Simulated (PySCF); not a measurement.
CH5FSi, SMILES FC[SiH3], PBE0/def2-SVP optimised geometry.

```
8

F      1.77    -0.98     0.00
C      0.39    -0.98     0.00
Si    -0.27     0.81     0.00
H      0.02    -1.53    -0.89
H      0.02    -1.53     0.89
H      0.22     1.53     1.21
H     -1.77     0.76     0.02
H      0.19     1.52    -1.23
```

Density from PySCF with PBE0/def2-TZVP at that geometry.

Minimum of the electron density along straight lines between bonded atoms, close to the bond critical point (lines longer than 1.1 times the sum of covalent radii, or with two minima, are not listed):

| bond | length / Å | ρ at the minimum / e bohr⁻³ | ∇²ρ there / e bohr⁻⁵ | position (fraction from the first atom) |
|---|---|---|---|---|
| F1–C2 | 1.379 | ? | ? | 0.67 |
| C2–Si3 | 1.902 | 0.119 | 0.17 | 0.62 |
| C2–H4 | 1.105 | 0.276 | -0.95 | 0.65 |
| C2–H5 | 1.105 | 0.276 | -0.95 | 0.65 |
| Si3–H6 | 1.492 | 0.120 | 0.16 | 0.49 |
| Si3–H7 | 1.496 | 0.118 | 0.16 | 0.49 |
| Si3–H8 | 1.492 | 0.120 | 0.16 | 0.49 |

Some entries are withheld; supply them.


- F1–C2, ρ at the minimum / e bohr⁻³: 0.243
- F1–C2, ∇²ρ there / e bohr⁻⁵: -0.09
